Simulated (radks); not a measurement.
Task: These are the eigenvalues of the occupied orbitals of an atom or ion with whole-number occupations (hartree). Method: scalar-relativistic Kohn-Sham, SCAN, spin-polarised, spherical densities, finite nucleus; meta-GGA in the generalised Kohn-Sham scheme; Fermi nuclear charge, rms radius of each element as measured or else 0.836 A^(1/3) + 0.57 fm; computed with a radial shooting solver on a logarithmic mesh with Libxc functionals.

| orbital | eigenvalue |
|---|---|
| 1s up | -491.3494 |
| 1s down | -491.3370 |
| 2s up | -64.86202 |
| 2s down | -64.85628 |
| 2p up | -57.19180 |
| 2p down | -57.18118 |
| 3s up | -9.60959 |
| 3s down | -9.59676 |
| 3p up | -7.15661 |
| 3p down | -7.14044 |
| 3d up | -3.12402 |
| 3d down | -3.09907 |
| 4s up | -1.35962 |
| 4p up | -0.83912 |
| 4p down | -0.67096 |
| 4d up | -0.20641 |

Which element is it, and in what charge state? The configuration may be excited. Open shells, if any, are filled with parallel spins first.

Result: Z = 35, bromine, charge +1: Br+ in [Ar] 3d10 4s1 4p4 4d1. The list shows which subshells hold electrons but not how many an open one holds; the 1s level, -491.35 hartree, gives Z - s = 31.3 by -(Z - s)^2/2, which with screening and relativity narrows Z to a few neighbours, and the depths of the outer levels then fix element, charge and occupations together.
